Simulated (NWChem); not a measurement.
# SiNH₃, singlet; SMILES N[SiH]

Program: NWChem. Low-valent species are run as closed-shell singlets; no triplet was tried in these runs. Structure relaxed at the PBE0/def2-SVP level. Level: M05-2X/def2-SVP with SMD (1 M gas to 1 M solution), gas-phase geometry. Reactions with the solvent are ignored.

For solvent n-hexane:

* **cavity-dispersion-structure term (kcal/mol)**: -0.1
* **dipole in solution (D)**: 2.48

Problem. Estimate the same quantities for solvent ethylene glycol.

Solution. The cavity-dispersion-structure term (kcal/mol) is 1.4 and the dipole in solution (D) is 2.86.
